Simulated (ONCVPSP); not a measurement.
Ranking ONCV potentials for N (Z = 7)

All share these settings but for the change named:

ONCVPSP 4.0.1 input, shortened (lines: element, Z, core and valence counts, functional; n l f; lmax; l rc ep ncon nbas qcut; lloc lpopt rc5 dvloc0; l nproj debl; icmod fcfact rcfact), LDA (Perdew-Zunger), scalar-relativistic:

```
  N 7.00    1    2        3      upf
    1    0    2.00
    2    0    2.00
    2    1    2.75
    2
    0    1.00    0.00    4    9    5.10
    1    2.05    0.00    4    8    6.20
    2    1.85    0.10    5    8    5.60
    4    4    0.80    4.00
    0    2    2.10
    1    2    2.50
    2    2    3.10
    2    0.20    1.20
```

Cutoff: the first of the cutoffs (Ha) at which the residual kinetic energy of the hardest occupied pseudo-wave falls to 1 and 0.1 mHa per electron; the density cutoff is not measured.

The base gives 139 Ha.

Of 8 variants that were run, those that failed, showed a ghost or another fault, or gave nearly equal values are left out.

A variant can come out equal or close to the base.

**Question.** Rank these variants from softest to hardest (loose cutoff).
A. s: qcut 6.1; p: qcut 7.4; d: qcut 6.7
B. s: qcut 3.3; p: qcut 4.1; d: qcut 3.7
C. s: qcut 5.8; p: qcut 7; d: qcut 6.3
D. s: qcut 6.9; p: qcut 8.4; d: qcut 7.6
E. s: qcut 5.2; p: qcut 6.4; d: qcut 5.7

**Answer.** D (26 Ha), A (54 Ha), C (80 Ha), E (135 Ha), B (203 Ha).
